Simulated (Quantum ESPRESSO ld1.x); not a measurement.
Bi7+, 76 electrons, occupied as [Xe] 4f14 5d8. Calculated with ld1.x of Quantum ESPRESSO 7.5: scalar-relativistic Kohn-Sham, LDA (Slater exchange, VWN5 correlation), spin-polarised, spherical densities, point nucleus; open shells are filled with parallel spins first.

Normalised radial functions P(r) = r R(r), r in bohr:

```
   r/bohr * 5p up (the largest magnitude, 1.22, reaches the edge; | marks zero)
 0.002106                             *
 0.002765                             *
 0.003658                             |*
 0.004801                             |*
 0.006353                             |*
 0.008339                             | *
  0.01103                             |  *
   0.0146                             |   *
  0.01916                             |     *
  0.02535                             |      *
  0.03328                             |       *
  0.04403                             |      *
   0.0578                             |  *
  0.07647                          *  |
   0.1012                    *        |
   0.1328                   *         |
   0.1757                         *   |
   0.2307                             |      *
   0.3052                             |              *
   0.4006                             |         *
     0.53                      *      |
   0.7013     *                       |
   0.9205  *                          |
    1.218          *                  |
    1.599                     *       |
    2.115                           * |
    2.776                             *
    3.674                             *
```

5p up: eigenvalue -189.73 eV, 3 radial nodes at r = 0.0683, 0.197, 0.476 bohr, <r> = 0.930 bohr, 90 % of the charge inside 1.33 bohr.
